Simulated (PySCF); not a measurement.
Sn2S at several levels of theory

All levels use the PBE0 minimum (triplet; S–Sn 2.378 Å (×2); Sn–S–Sn 180.0°), basis [S def2-SVP, Sn def2-SVP with ECP28], scalar-relativistic core potentials, density fitting, no spin–orbit coupling, PySCF. For vertical energies the ionised species is a doublet (spins chosen at PBE0 and kept) and the electron-attached one a doublet. Atomisation goes to high-spin ground-configuration atoms, without zero-point energy. Open shells are unrestricted, also as the reference of the correlated levels. A dash marks a value that was not computed or is not defined at that level.

| level | atomisation (kJ/mol) | vertical IP (eV) | vertical EA (eV) | −ε(HOMO) (eV) |
| --- | --- | --- | --- | --- |
| PBE0 | 579 | 6.22 | 1.08 | 4.61 |
| HF | ? | ? | ? | ? |
| MP2 | – | ? | ? | – |
| PBE | 643 | 6.26 | 0.99 | 3.99 |

Fill in the row of HF.

atomisation (kJ/mol) 233, vertical IP (eV) 5.40, vertical EA (eV) 0.97, −ε(HOMO) (eV) 5.98.

Fill in the row of MP2.

vertical IP (eV) 6.01, vertical EA (eV) 0.80.

Spin contamination in at least one species weakens the values at: PBE0, HF, MP2.

Without diffuse functions attachment energies tend to come out too low.

With an element this heavy the missing spin–orbit coupling can shift these numbers.
